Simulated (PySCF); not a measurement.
# C₆ coefficients of unlike pairs at BP86

Calculated with PySCF 2.14 from the dipole response of each species, C₆(A,B) = (3/π) ∫ α_A(iu) α_B(iu) du, in atomic units, from isotropic polarisabilities. For ions this is the dispersion term alone; charge-induced terms of lower order in 1/R come first.

```tsv
species	configuration	basis	relativity	α (bohr³)	C₆ (like pair)
Se²⁺	[Ar] 3d10 4s2 4p2 (3P)	aug-cc-pVTZ-PP with ECP10MDF (6s5p4d2f)	core potential	9.306	42.48
Au	[Xe] 4f14 5d10 6s1 (2S)	aug-cc-pVDZ-PP with ECP60MDF (5s5p4d2f)	core potential	33.26	279.1
Ni³⁺	[Ar] 3d7 (4F)	aug-cc-pVTZ-DK (8s7p5d3f2g)	spin-free X2C	1.803	4.306
Re⁺	[Xe] 4f14 5d5 6s1 (7S)	def2-QZVPPD with the def2 core potential (60 electrons) (7s6p4d4f2g)	core potential	30.30	257.1
```

Q: Estimate C₆ for Re⁺ with Se²⁺.

A: The integral gives 102.4. The combination rule 2 C_A C_B / (C_A α_B/α_A + C_B α_A/α_B) gives 100.5 and the geometric mean 104.5.

No spin-orbit coupling is included.

The other pairs:

| pair | C₆ |
| --- | --- |
| Re⁺, Ni³⁺ | 27.38 |
| Ni³⁺, Se²⁺ | 11.88 |
| Re⁺, Au | 267.4 |
| Au, Se²⁺ | 106.1 |
| Ni³⁺, Au | 28.96 |
